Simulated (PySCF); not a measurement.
C3H3ClF2, SMILES [C@H]1([C@@H](Cl)[C@@H]1F)F.

Coordinates come from a B3LYP-D3(BJ)/def2-SVP optimisation. The structure was generated by enumeration; whether it is a known compound was not checked.

Calculation: TDDFT-PBE/def2-SVPD run with PySCF.

Vertical excitations. Isolated molecule, no solvent. State labels are in the subgroup Cs.

```tsv
state	symmetry	energy (eV)	λ (nm)	f	main pairs
S1	A"	5.73	216	0.000	HOMO→LUMO 99 %
S2	A'	5.85	212	0.015	HOMO−1→LUMO 99 %
S3	A'	6.99	177	0.010	HOMO−2→LUMO 96 %
S4	A"	7.21	172	0.004	HOMO→LUMO+1 93 %
S5	A"	7.36	168	0.031	HOMO→LUMO+2 96 %
S6	A'	7.41	167	0.011	HOMO−1→LUMO+1 92 %
S7	A'	7.53	165	0.012	HOMO−1→LUMO+2 93 %
S8	A"	7.55	164	0.002	HOMO−3→LUMO 95 %
S9	A"	7.63	163	0.000	HOMO→LUMO+3 98 %
S10	A'	7.80	159	0.006	HOMO−1→LUMO+3 93 %
T1	A"	5.23	237	0	HOMO→LUMO 99 %
T2	A'	5.44	228	0	HOMO−1→LUMO 100 %
T3	A'	6.55	189	0	HOMO−2→LUMO 97 %
T4	A"	6.95	178	0	HOMO→LUMO+1 90 %
```
Triplets are in the Tamm–Dancoff approximation, which puts them higher than full response would, so one can lie above its singlet here.
